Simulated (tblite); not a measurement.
`C=C([SiH3])SC(F)F`. Computed geometry: GFN2-xTB, gas phase.

```
atom  x, y, z in Å
C1    -1.3680    1.6660   -0.0315
C2    -0.5774    0.6125   -0.1808
Si3   -1.0723   -1.1712    0.2534
S4     1.0045    0.9066   -0.9612
C5     2.1009   -0.1571    0.0200
F6     1.9112   -1.4712   -0.2215
F7     1.9157    0.0136    1.3415
H8    -1.0754    2.6627   -0.3218
H9    -2.3549    1.5528    0.3844
H10   -0.3695   -1.5841    1.4651
H11   -2.5150   -1.1118    0.4802
H12   -0.7425   -2.0183   -0.8897
H13    3.1383    0.1001   -0.2342
```

What is the longest distance between nuclei?

H11···H13, 5.83 Å; the next longest distance is 5.72 Å.

Work out the bond lengths C1–H8, C1–H9, C2–S4, Si3–H12, C5–F6, C5–F7, C5–H13 in bohr.

For C1–H8 the difference vector is (0.2926, 0.9967, -0.2903) Å, of length 1.0786 Å. 1 bohr = 0.529177 Å. C1–H8 2.038; C1–H9 2.035; C2–S4 3.379; Si3–H12 2.760; C5–F6 2.550; C5–F7 2.542; C5–H13 2.076 bohr.

How far apart are these pairs, which share no bond: Si3···F6, H8···H10, H10···H12, H11···H12?

Si3···F6 3.036 Å (4 bonds apart); H8···H10 4.661 Å (4 bonds apart); H10···H12 2.423 Å (2 bonds apart); H11···H12 2.417 Å (2 bonds apart).

What are the angles H8–C1–H9, C2–C1–H9, Si3–C2–S4, C2–Si3–H10, C2–Si3–H12, C2–S4–C5, S4–C5–H13?

From the scalar product of the two bond vectors; for H8–C1–H9 it is -0.5223 Å² over 1.0786 × 1.0769 Å², cos θ = -0.4497. H8–C1–H9 116.7°; C2–C1–H9 120.4°; Si3–C2–S4 119.0°; C2–Si3–H10 109.2°; C2–Si3–H12 107.9°; C2–S4–C5 101.7°; S4–C5–H13 107.9°.

Give the dihedral angles Si3–C2–S4–C5, C1–C2–Si3–H11, C2–S4–C5–H13, C1–C2–S4–C5.

Si3–C2–S4–C5 -44° (synclinal); C1–C2–Si3–H11 12° (synperiplanar); C2–S4–C5–H13 -168° (antiperiplanar); C1–C2–S4–C5 140° (anticlinal). Dihedral signs follow IUPAC: positive where, seen along the central bond, the front bond turns clockwise onto the rear one.

How far are the heavy atoms from their best plane (unweighted least squares)?

0.616 Å rms; C1 0.28, C2 0.08, Si3 0.03, S4 0.83, C5 0.09, F6 0.56, F7 1.25 Å (magnitudes).

Write the matrix of distances between heavy atoms (Å, lower triangle).

```
C1    0.000
C2    1.326  0.000
Si3   2.867  1.901  0.000
S4    2.659  1.788  3.179  0.000
C5    3.919  2.794  3.339  1.816  0.000
F6    4.542  3.246  3.036  2.650  1.350  0.000
F7    3.924  2.982  3.394  2.633  1.345  2.156  0.000
```

Its GFN2-xTB frequencies are all real (lowest 44 cm⁻¹). The numbers are those of one conformer.
